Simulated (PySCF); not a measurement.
# Relaxation of singlet TaNF2

Method: PySCF, PBE0, basis Ta def2-TZVP with ECP60, N def2-TZVP, F def2-TZVP (scalar-relativistic core potentials, no spin–orbit coupling, density fitting). A (50,194) grid was used.

A start displaced from a saddle point along its imaginary mode, of Cs symmetry, held to at least that symmetry:

```xyz
4
charge 0 multiplicity 1, angstrom
Ta    0.0000    0.0692    0.0053
N     0.0000   -0.2500    1.6832
F    -1.8030   -0.2375   -0.6456
F     1.8030   -0.2375   -0.6456
```

Optimiser trace:
```
step  E − E(last) (kJ/mol)  largest gradient (Eh/bohr)
   0                 18.65                     0.03295
   1                  9.22                     0.00669
   2                  5.56                     0.01421
   3                  1.76                     0.00350
   4                  0.15                     0.00115
   5                  0.00                     0.00084
   6                  0.00                     0.00011
```

It ends at Cs with Ta–F 1.891 Å (×2), Ta–N 1.685 Å; F–Ta–F 113.8°, F–Ta–N 105.9° (×2) (after a last refinement on a finer grid). A frequency run shows a minimum.

Final geometry:
Z-matrix (Å, degrees; charge 0 multiplicity 1):
```
Ta
N  1 1.6853
F  1 1.8914 2 105.85
F  1 1.8914 2 105.85 3 -121.07
```

Spin–orbit coupling, left out here, can matter for elements this heavy.

The relaxation took 16 s on 4 threads of a shared Arm Neoverse V1 host, with 133 basis functions and 7 gradients; the process peaked at 1.5 GiB. Launch command: `OMP_NUM_THREADS=4 python axn.py task.json out`.
